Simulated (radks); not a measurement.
Problem. The mean radii <r> (bohr) of the occupied orbitals of an atom or ion are listed with their occupations. Calculated with a radial shooting solver on a logarithmic mesh with Libxc functionals: scalar-relativistic Kohn-Sham, r2SCAN, spin-unpolarised, spherical densities, finite nucleus; meta-GGA in the generalised Kohn-Sham scheme; Fermi nuclear charge, rms radius of each element as measured or else 0.836 A^(1/3) + 0.57 fm.

orbital  occ.      <r>
1s          2  0.09687
2s          2   0.4769
2p          6   0.4416
3s          2    1.648
3p          3    1.893

Name the element and its charge.

Solution. Z = 16, sulfur, charge +1: S+ in [Ne] 3s2 3p3. The 1s radius gives Z: for a bare nucleus <r> = (2 gamma + 1)/(2Z) with gamma = sqrt(1 - (Z/c)^2), 0.09332 bohr for Z = 16, and screening makes it slightly larger (0.09687 here). The occupations add up to 15, and the charge is Z minus that.
